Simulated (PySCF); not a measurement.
C₃H₈BNO, SMILES C1B(CO1)NC.

The structure is a stationary point at PBE-D3(BJ)/def2-SVP. The structure was generated by enumeration, and PubChem lists no compound with its InChIKey, so it may never have been made. The values are those of a single conformer.

These are PBE-D3(BJ)/def2-SVP in PySCF values and carry that method's errors.

Harmonic, unscaled wavenumbers; measured fundamentals usually lie a few per cent lower.

| mode | ν (cm⁻¹) | IR (km/mol) | moving atoms (share of kinetic energy) |
|---|---|---|---|
| 1 | 74 | 2.0 | O 41 %, H 24 %, C 23 %, B 11 % |
| 2 | 147 | 0.5 | H 95 % |
| 3 | 168 | 0.6 | C 49 %, H 27 %, B 11 % |
| 4 | 178 | 2.5 | H 40 %, N 29 %, C 26 % |
| 5 | 323 | 0.3 | H 50 %, B 38 %, N 11 % |
| 6 | 421 | 2.4 | C 52 %, H 21 %, N 13 % |
| 7 | 571 | 0.2 | N 40 %, C 22 %, H 16 %, O 14 % |
| 8 | 577 | 38.1 | H 84 %, N 8 % |
| 9 | 719 | 38.4 | H 82 %, C 14 % |
| 10 | 776 | 5.4 | C 46 %, H 28 %, O 22 % |
| 11 | 884 | 3.1 | H 42 %, B 31 %, C 24 % |
| 12 | 916 | 8.8 | C 53 %, O 30 %, H 14 % |
| 13 | 960 | 12.8 | C 32 %, H 30 %, B 27 %, O 11 % |
| 14 | 1006 | 94.2 | C 35 %, O 32 %, H 23 %, B 10 % |
| 15 | 1061 | 7.6 | C 31 %, H 28 %, B 19 %, N 17 % |
| 16 | 1100 | 0.2 | H 74 %, C 20 % |
| 17 | 1110 | 0.0 | H 92 % |
| 18 | 1120 | 0.4 | H 86 % |
| 19 | 1125 | 31.9 | H 45 %, N 24 %, C 18 %, B 10 % |
| 20 | 1201 | 20.3 | H 58 %, C 30 % |
| 21 | 1215 | 5.6 | H 58 %, C 31 % |
| 22 | 1337 | 28.2 | H 70 %, B 17 %, C 11 % |
| 23 | 1381 | 0.1 | H 93 % |
| 24 | 1394 | 20.0 | H 82 %, C 16 % |
| 25 | 1410 | 2.0 | H 91 %, C 8 % |
| 26 | 1414 | 4.8 | H 97 % |
| 27 | 1429 | 14.6 | H 93 % |
| 28 | 1575 | 215.3 | B 46 %, N 36 %, H 14 % |
| 29 | 2906 | 100.7 | H 95 % |
| 30 | 2921 | 0.8 | H 95 % |
| 31 | 2947 | 79.5 | H 90 %, C 10 % |
| 32 | 2948 | 62.9 | H 97 % |
| 33 | 2951 | 6.1 | H 91 %, C 9 % |
| 34 | 3014 | 24.3 | H 90 %, C 10 % |
| 35 | 3077 | 9.3 | H 91 %, C 9 % |
| 36 | 3501 | 14.0 | H 93 % |
